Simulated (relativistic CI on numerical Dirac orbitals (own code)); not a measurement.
# Radial parameters of Bi69+

Calculated at this level of theory: Dirac-Coulomb-Breit CI, orbitals from a KLI potential per configuration, model QED, unscaled Slater integrals (own radial code, finite nucleus).

Slater integrals F^k, G^k are unscaled and averaged over j, outside the closed core [Ne]; ζ comes from projecting the Hamiltonian with its Breit term on Σ l·s of the shell.

- 3s²3p²: F^2(3p,3p) = 617920, ζ(3p) = 3.3806e+06 cm⁻¹; <r>(3p) = 0.1567, <r^2>(3p) = 0.02853 (bohr units).
- 3s²3p3d: ζ(3p) = 3.379e+06, F^2(3p,3d) = 626010, G^1(3p,3d) = 645690, G^3(3p,3d) = 436880, ζ(3d) = 446850 cm⁻¹; <r>(3p) = 0.1568, <r^2>(3p) = 0.02856, <r>(3d) = 0.1396, <r^2>(3d) = 0.02246 (bohr units).
- 3s3p³: F^2(3p,3p) = 617780, G^1(3s,3p) = 790500, ζ(3p) = 3.3806e+06 cm⁻¹; <r>(3s) = 0.1584, <r^2>(3s) = 0.02877, <r>(3p) = 0.1567, <r^2>(3p) = 0.02854 (bohr units).

Averages of the first 10 configurations, taken without configuration mixing, which lowers the lowest level and can move excited configurations by several eV; other configurations of the list can lie among them:

```json
{"Configuration": "3s²3p²", "Parity": "even", "States": "15", "Average energy above the lowest level (eV)": "836.2"}
{"Configuration": "3s²3p3d", "Parity": "odd", "States": "60", "Average energy above the lowest level (eV)": "1394.0"}
{"Configuration": "3s3p³", "Parity": "odd", "States": "40", "Average energy above the lowest level (eV)": "1468.1"}
{"Configuration": "3s²3d²", "Parity": "even", "States": "45", "Average energy above the lowest level (eV)": "1962.4"}
{"Configuration": "3p⁴", "Parity": "even", "States": "15", "Average energy above the lowest level (eV)": "2127.3"}
{"Configuration": "3s3p²3d", "Parity": "even", "States": "300", "Average energy above the lowest level (eV)": "2014.1"}
{"Configuration": "3p²3d²", "Parity": "even", "States": "675", "Average energy above the lowest level (eV)": "3206.2"}
{"Configuration": "3s3p3d²", "Parity": "odd", "States": "540", "Average energy above the lowest level (eV)": "2570.6"}
{"Configuration": "3p³3d", "Parity": "odd", "States": "200", "Average energy above the lowest level (eV)": "2661.5"}
{"Configuration": "3s²3d4s", "Parity": "even", "States": "20", "Average energy above the lowest level (eV)": "4945.0"}
```
